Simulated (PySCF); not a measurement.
# Radial density of Nb³⁺ (niobium, charge +3)

UHF, [Kr] 4d2, high-spin 3F determinant. All numbers are calculated (PySCF 2.14, scalar relativity by spin-free X2C-1e, in x2c-TZVPall (8s6p6d1f, 63 functions)).

```csv
r (bohr),4πr²ρ (e/bohr),4πr²(ρα − ρβ)
0.0385,46.46,-0.0020
0.0648,46.74,-0.0006
0.109,63.65,0.0380
0.183,44.00,0.1886
0.308,45.92,0.2584
0.518,30.68,0.0029
0.872,10.24,0.5121
1.47,6.875,1.3739
2.47,0.8585,0.4869
4.15,0.01659,0.0162
6.98,1.484e-05,0.0000
```

Densities and radii are taken from the X2C orbitals without a picture-change correction, which distorts them close to the nucleus.

Question: Where is the radial spin density 4πr²(ρα − ρβ) most negative, and why is it negative at all?

Answer: Around r = 0.0385 bohr, down to -0.0020 e/bohr: exchange with the open shell polarises the paired shells in an unrestricted calculation.
